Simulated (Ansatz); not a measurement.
`O[Si](F)(F)O[SiH3]`, relaxed with RKS PBE0-D4/def2-TZVP in Ansatz 0.2.0 from a PBE-D4/def2-SVP geometry. The force threshold is 0.005 eV/Å; the program also tests the step.

The species carries charge 0 and has multiplicity 1.

Start:

```xyz
10

O     2.369   -0.052    0.817
Si    1.035   -0.637    0.055
F     1.352   -1.001   -1.493
F     0.537   -2.032    0.717
O    -0.129    0.497    0.157
Si   -1.731    0.874   -0.193
H     3.151   -0.630    0.811
H    -1.963    2.288    0.247
H    -1.973    0.747   -1.670
H    -2.648   -0.054    0.551
```

Question: How much energy does the relaxation release, and in how many steps? (Best estimate.)

Answer: The calculation gave: 14.03 kJ/mol, in 9 steps, 1 of them rejected.

Question: Which bonds change most? (Estimate.)

Answer: Computed: O5–Si6 from 1.682 to 1.640 Å; Si2–F3 from 1.622 to 1.581 Å; Si2–F4 from 1.622 to 1.581 Å; Si2–O5 from 1.629 to 1.590 Å.

Question: Give the relaxed structure. (Estimate.)

Answer: Ansatz gave: 
```xyz
10

O     2.282   -0.023    0.797
Si    1.023   -0.676    0.032
F     1.388   -1.031   -1.464
F     0.606   -2.050    0.695
O    -0.183    0.359    0.084
Si   -1.718    0.868   -0.191
H     3.100   -0.517    0.852
H    -1.823    2.268    0.281
H    -2.011    0.796   -1.643
H    -2.665    0.005    0.556
```
